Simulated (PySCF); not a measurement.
An unknown is described by computed data only.

Elements present: B, Br, C, H and N. Monoisotopic mass: 151.0168 u.

- Couplings: largest of the computed one-bond spin–spin couplings (means over like bonds): 11B–1H +134.4, 13C–1H +133.3, 13C–1H +130.4 (×3), 13C–1H +130.1, 13C–1H +119.8, 13C–1H +115.3, 15N–1H -72.5 (×3), 13C–11B +58.6 Hz [B3LYP/pcJ-1 (pcSseg-1 on Br), spin–dipole term left out for some pairs]
- UV, first state: lowest singlet excitation: 5.16 eV (240 nm, f = 0.009) [TDDFT B3LYP/def2-SVPD]
- 1H NMR: chemical shifts (computed TMS as zero) by class: 3.36 (1 H), 2.93 (3 H), 1.60 (1 H), 1.23 (1 H), 1.00 (3 H), 0.34 (1 H), 0.02 (1 H) ppm [GIAO PBE0/pcSseg-1]
- Triplet: lowest triplet excitation (Tamm–Dancoff): 5.11 eV [TDA B3LYP/def2-SVPD]
- Rotational structure: rotational constants A, B, C: 3.099, 1.098, 0.854 GHz [PBE0-D3(BJ)/def2-SVP]
- Polarisability: 89.6 au [B3LYP/def2-SVPD]
- 13C NMR: chemical shifts (computed TMS as zero) by class: 31.7 (1 C), 23.4 (1 C), 20.2 (1 C) ppm [GIAO PBE0/pcSseg-1]
- NMR, other nuclei: isotropic shieldings of nuclei other than C and H, by class: 106 (1 B), 200 (1 N), 2651 (1 Br) ppm [GIAO PBE0/pcSseg-1]
- UV, strongest line: among the 10 lowest singlet transitions: S2 at 5.59 eV (222 nm, f = 0.054) [TDDFT B3LYP/def2-SVPD]
- XPS: B1s 195.4, C1s 289.4, C1s 289.9, C1s 290.1, N1s 408.4 eV [ΔSCF SCAN, pcX-2 on the ionised atom, pcseg-1 elsewhere, spin-free X2C]

Gas-phase values; electronic properties from PySCF, density fitting. Levels stand in brackets. One conformer (not necessarily the lowest) at the PBE0-D3(BJ)/def2-SVP geometry, without solvent, vibrations or thermal averaging. Relativistic effects, spin–orbit coupling among them, are left out (core-ionisation runs apart) although an element past zinc is present. NMR values are class means; diastereotopic atoms form classes of their own.

**Question.** Which formula fits the mass and the elements?

**Answer.** C3H11BBrN (calculated 151.0168). No other formula that holds each of these elements comes within 0.0003 u with a fitting electron parity and a possible valence count.

**Question.** Propose a structure and show how it fits.

**Answer.** Numbering: `[CH3:1][CH2:2][CH2:3][B@@H-:4]([NH3+:5])[Br:6]`. 3 carbons fall into 3 classes; from least to most shielded: sp3 carbon bound to boron [C3] (31.7 ppm), chain CH2 carbon [C2] (23.4 ppm), methyl carbon [C1] (20.2 ppm). Hydrogen classes from least to most shielded: 1 H on a four-coordinate boron, B4 (3.36 ppm), 3 H on a nitrogen bonded to B and 3 H, N5 (2.93 ppm), 1 H on a chain CH2 carbon, C2 (1.60 ppm), 1 H on a chain CH2 carbon, C2 (1.23 ppm), 3 H on a methyl carbon, C1 (1.00 ppm), 1 H on an sp3 carbon bound to boron, C3 (0.34 ppm), 1 H on an sp3 carbon bound to boron, C3 (0.02 ppm). The other shieldings belong to: 106 ppm, four-coordinate boron [B4]; 200 ppm, nitrogen bonded to B and 3 H [N5]; 2651 ppm, bromine bonded to B [Br6]. The couplings run between: +134.4 Hz, four-coordinate boron [B4] and its hydrogen; +133.3 Hz, chain CH2 carbon [C2] and its hydrogen; +130.4 Hz, methyl carbon [C1] and its hydrogen (with 2 like pairs); +130.1 Hz, chain CH2 carbon [C2] and its hydrogen; +119.8 Hz, sp3 carbon bound to boron [C3] and its hydrogen; +115.3 Hz, sp3 carbon bound to boron [C3] and its hydrogen; -72.5 Hz, nitrogen bonded to B and 3 H [N5] and its hydrogen (with 2 like pairs); +58.6 Hz, sp3 carbon bound to boron [C3] and four-coordinate boron [B4]. The core levels belong to: B1s 195.4 eV, four-coordinate boron [B4]; C1s 289.4 eV, sp3 carbon bound to boron [C3]; C1s 289.9 eV, chain CH2 carbon [C2]; C1s 290.1 eV, methyl carbon [C1]; N1s 408.4 eV, nitrogen bonded to B and 3 H [N5]. No core level of Br was computed. S1 is mainly HOMO→LUMO (weight 0.99); the largest Löwdin shares of the orbital it empties are 0.72 on the bromine bonded to B, 0.12 on the four-coordinate boron, 0.07 on the sp3 carbon bound to boron and 0.05 on the B–H hydrogen, of the orbital it fills 0.20 on the four-coordinate boron, 0.19 on an N–H hydrogen, 0.14 on an N–H hydrogen and 0.14 on the nitrogen bonded to B and 3 H. The optimised geometry has point group C1 and is an asymmetric top. Structure: `C(C[B@@H-]([NH3+])Br)C`. Computed isomers that give other values at the same levels: `C[N+](C)(C)[BH2-]Br` (rotational constant A: 4.596 GHz; this holds for the one conformer computed). The assignments are read from this structure; whether some other isomer fits the data as well wasn't checked. The mirror image fits equally.

Conformer computed: `[CH3:1][CH2:2][CH2:3][B@@H-:4]([NH3+:5])[Br:6]`: C1–C2–C3–B4 179°, C2–C3–B4–N5 180°.
